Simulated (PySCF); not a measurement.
Fill in the blanks.

Species: C3H9AsSi2.
Geometry (PBE0-D3(BJ)/def2-SVP, Å), atoms numbered from 1 in this order:
```xyz
15
C3H9AsSi2 angstrom
C      2.727    1.474   -0.237
C      1.854    0.335   -0.031
C      1.121   -0.624    0.145
Si    -0.084   -1.963    0.431
As    -1.959   -0.931    1.450
Si    -2.218    0.576   -0.361
H      3.740    1.267    0.143
H      2.342    2.363    0.286
H      2.809    1.718   -1.308
H     -0.437   -2.613   -0.867
H      0.486   -2.991    1.352
H     -2.947   -1.932    0.854
H     -1.375    1.777   -0.093
H     -3.652    0.994   -0.420
H     -1.829   -0.009   -1.682
```

| property | level | value |
| --- | --- | --- |
| point group | PBE0-D3(BJ)/def2-SVP | ? |
| rotational constants A, B, C | PBE0-D3(BJ)/def2-SVP | 2.041, 0.811, 0.661 GHz |
| dipole moment | B3LYP/def2-SVPD | 1.68 D |
| HOMO energy | B3LYP/def2-SVPD | -6.94 eV |
| LUMO energy | B3LYP/def2-SVPD | -0.55 eV |
| lowest singlet excitation | TDDFT B3LYP/def2-SVPD | 5.53 eV (224 nm, f = 0.007) |
| strongest line among the 10 lowest singlet transitions | TDDFT B3LYP/def2-SVPD | ? |
| lowest triplet excitation (Tamm–Dancoff) | TDA B3LYP/def2-SVPD | 4.73 eV |
| static isotropic polarisability | B3LYP/def2-SVPD | 129.7 au |
| vertical ionisation energy | ΔSCF B3LYP/def2-SVPD | 8.79 eV |
| electronic spatial extent ⟨r²⟩ about the centre of nuclear charge | B3LYP/def2-SVPD | ? |
| 13C chemical shifts (computed TMS as zero) by class | GIAO B3LYP/pcSseg-1 | 117.4 (C2), 77.9 (C3), 5.7 (C1) ppm |
| 1H chemical shifts (computed TMS as zero) by class | GIAO B3LYP/pcSseg-1 | 4.66 (H10/H11), 4.08 (H13/H14/H15), 2.01 (H7/H8/H9), 1.05 (H12) ppm |
| isotropic shieldings of nuclei other than C and H, by class | GIAO B3LYP/pcSseg-1 | 405 (Si4), 405 (Si6), 1968 (As5) ppm |

Gas-phase values; electronic properties from PySCF, density fitting. Isolated species at its PBE0-D3(BJ)/def2-SVP geometry (one conformer only). The calculation is non-relativistic and has no spin–orbit coupling, an omission that weighs most on arsenic. Atoms bound to As lack the heavy atom's spin–orbit term in their shielding, so their NMR values are less reliable. NMR classes are plain means over equivalent atoms (diastereotopic ones count apart unless rotation or inversion swaps them), as if these changed places fast; in this geometry the members of some classes differ.

(1) What is the electronic spatial extent ⟨r²⟩ about the centre of nuclear charge?

(2) The point group?

(3) The strongest line among the 10 lowest singlet transitions?

Results:

(1) 1759 bohr².

(2) C1.

(3) S2 at 5.60 eV (221 nm, f = 0.072).

In atomic units the dipole is 0.66 e·bohr (1 au = 2.5417 D). The vertical singlet–triplet gap S1 − T1 is 0.80 eV (TDDFT singlet less Tamm–Dancoff triplet; S1: HOMO→LUMO+1, weight 0.56; T1: HOMO→LUMO, weight 0.43). The largest Löwdin shares of the LUMO are 0.21 on As5, 0.19 on Si4, 0.16 on C3 and 0.15 on C2. The ΔSCF ionisation energy exceeds −ε(HOMO) by 1.85 eV with B3LYP.
